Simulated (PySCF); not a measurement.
Gas-phase reaction: HfCl4 + 2 HfCl2(OH)2 = 2 HfCl4.H2O + HfO2

Method: PySCF energies plus ideal-gas RRHO corrections (1 bar). † marks an energy on the PBE0/def2-TZVP geometry and frequencies; other levels use their own. MP2 freezes the core. All species are closed-shell singlets. Hf: scalar-relativistic def2 core potential, no spin-orbit coupling. Adducts (HfCl4.H2O) have no counterpoise correction, and HF, PBE, BLYP, B3LYP and PBE0 lack dispersion. HfCl2(OH)2, HfCl4.H2O: computed as isolated molecules; such fragments, hydroxides, amides, oligomers or adducts are transient or little studied in the gas. MP2 isn't extrapolated to the basis-set limit; its ΔH°(298 K) is 549.2 kJ in def2-SVP and 562.3 kJ in def2-TZVPP. The harmonic model lacks anharmonicity and excited electronic states, which grow with temperature; levels with a mode under 35 cm⁻¹ are left out. Soft modes under 120 cm⁻¹ make the harmonic entropy rough for HfCl4, HfCl2(OH)2, HfCl4.H2O.

| level | ΔE electronic, kJ | ΔH°(298 K), kJ | ΔS°(298 K), J/K | ΔG°(2500 K), kJ |
|---|---|---|---|---|
| BLYP/def2-TZVP† | 576 | 587 | -1 | 621 |
| HF/def2-TZVP† | 740 | 750 | -1 | 784 |
| MP2/def2-SVP† | 538 | 549 | -1 | 583 |
| PBE/def2-SVP | 539 | 548 | 4 | 563 |
| PBE/def2-TZVP† | 556 | 566 | -1 | 601 |
| LDA/def2-TZVP† | 562 | 572 | -1 | 607 |
| ωB97M-V/def2-TZVP† | 614 | 625 | -1 | 659 |
| ωB97X-V/def2-TZVP† | 624 | 634 | -1 | 669 |
ΔH° is lowest at PBE/def2-SVP and highest at HF/def2-TZVP†. No reference value is set beside these.
